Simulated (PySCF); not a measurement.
# Structure from NMR data

An unknown has the formula C4H6F2N2OSi. Its calculated NMR data are:

1H NMR (600 MHz, computed): δ 8.32 (m, 1H), 6.96 (m, 1H), 6.50 (m, 1H), 5.02 (s, 3H).

13C{1H} NMR (computed): δ 158.6 (C), 132.4 (CH), 122.5 (CH), 120.8 (CH).

Computational details: GFN2-xTB geometry, shielding tensors at PBE0/pcSseg-1 (GIAO), in PySCF 2.14.0 with density-fitted response routines (single conformer, averaged over atoms made equivalent by symmetry, fast rotation or ring inversion, non-relativistic, in vacuum).

Chemical shifts δ = σref − σ; TMS for 1H (σref 31.72), 13C (σref 186.93), all at this level.

**Question.** Deduce the structure.

**Answer.** 
- The formula gives 3 degrees of unsaturation (1 ring in the answer).
- 4 carbon signals for 4 carbons: no two carbons are equivalent.
- Carbon types of the structure: 1 × C, 3 × CH, leaving 3 H on heteroatoms.
- δC 158.6: aromatic carbon bearing oxygen; σ withdrawal by the attached heteroatom moves it downfield of the ring CH carbons.
- δC 132.4, 120.8: aromatic CH next to a ring nitrogen.
- δC 122.5: sp3 CH bonded to 2 F and O; 3 electronegative neighbours deshield it.
- δH 8.32: hydrogen on an sp3 CH bonded to 2 F and O; its carbon carries F and O, which withdraws density.
- δH 6.96, 6.50: hydrogen on an aromatic CH next to a ring nitrogen; the ring current deshields protons in the ring plane.
- δH 5.02: hydrogen on a silicon bonded to N.

These data were computed for SMILES FC(F)OC1=NC=CN1[SiH3].

This is the structure that produced the data.

Splittings by 19F in the carbon and heteronuclear signals aren't shown, as no couplings were computed. Shifts are as computed. Against solution values, carbons near 30 ppm lie about +3 ppm off and those near 130 ppm about +5 ppm. Of 1211 compounds with measured shifts, 218 miss one by over three times the rms of a fit or turn the order of signals round; such compounds aren't used in these exercises. Multiplicities follow the n + 1 count of equivalent neighbours, as no J values were calculated; m marks all less simple cases, F and P coupling included.
